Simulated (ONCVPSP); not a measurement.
# u(r) = r·R(r): atom against pseudo-atom (rubidium)

Columns: radius, all-electron u(r) and pseudo u(r) of the 4s shell (level -34.53 eV) of rubidium in the configuration [Ar] 3d10 4s2 4p6 5s0.5; revPBE, scalar-relativistic, ONCV scheme, ONCVPSP 4.0.1.

```json
{"r (bohr)": "0.138", "all-electron": "0.2823", "pseudo": "0.1498"}
{"r (bohr)": "0.275", "all-electron": "-0.2898", "pseudo": "0.2937"}
{"r (bohr)": "0.413", "all-electron": "-0.4675", "pseudo": "0.4293"}
{"r (bohr)": "0.550", "all-electron": "-0.1938", "pseudo": "0.5501"}
{"r (bohr)": "0.688", "all-electron": "0.2036", "pseudo": "0.6538"}
{"r (bohr)": "0.825", "all-electron": "0.5422", "pseudo": "0.7356"}
{"r (bohr)": "0.963", "all-electron": "0.7745", "pseudo": "0.7943"}
{"r (bohr)": "1.100", "all-electron": "0.9011", "pseudo": "0.8277"}
{"r (bohr)": "1.238", "all-electron": "0.9452", "pseudo": "0.8365"}
{"r (bohr)": "1.375", "all-electron": "0.9297", "pseudo": "0.8222"}
{"r (bohr)": "1.513", "all-electron": "0.8759", "pseudo": "0.7876"}
{"r (bohr)": "1.650", "all-electron": "0.8010", "pseudo": "0.7371"}
{"r (bohr)": "1.788", "all-electron": "0.7157", "pseudo": "0.6745"}
{"r (bohr)": "1.925", "all-electron": "0.6293", "pseudo": "0.6055"}
{"r (bohr)": "2.062", "all-electron": "0.5461", "pseudo": "0.5341"}
{"r (bohr)": "2.200", "all-electron": "0.4685", "pseudo": "0.4634"}
{"r (bohr)": "2.338", "all-electron": "0.3985", "pseudo": "0.3968"}
{"r (bohr)": "2.475", "all-electron": "0.3371", "pseudo": "0.3368"}
{"r (bohr)": "2.613", "all-electron": "0.2833", "pseudo": "0.2833"}
{"r (bohr)": "2.750", "all-electron": "0.2373", "pseudo": "0.2373"}
{"r (bohr)": "2.888", "all-electron": "0.1978", "pseudo": "0.1978"}
{"r (bohr)": "3.025", "all-electron": "0.1647", "pseudo": "0.1646"}
{"r (bohr)": "3.162", "all-electron": "0.1367", "pseudo": "0.1367"}
{"r (bohr)": "3.300", "all-electron": "0.1131", "pseudo": "0.1131"}
{"r (bohr)": "3.438", "all-electron": "0.0934", "pseudo": "0.0934"}
{"r (bohr)": "3.575", "all-electron": "0.0771", "pseudo": "0.0771"}
```

Q: How many radial nodes do the two functions have?

A: The all-electron 4s function has n − l − 1 = 3 (the table is too coarse to show those close to the nucleus); the pseudo-wave has 0, since the states of the same l below it are removed with the core.

Q: At about which radius was the pseudo-wave matched?

A: 2.75 bohr. The columns agree to 0.0005 from 2.48 bohr on; several derivatives are matched, so the curves merge somewhat inside the radius.

Q: Is the pseudo-wave norm-conserving?

A: Yes: the ONCV scheme keeps the norm inside the radius equal to the all-electron one, which fixes the energy derivative of the logarithmic derivative at the level.
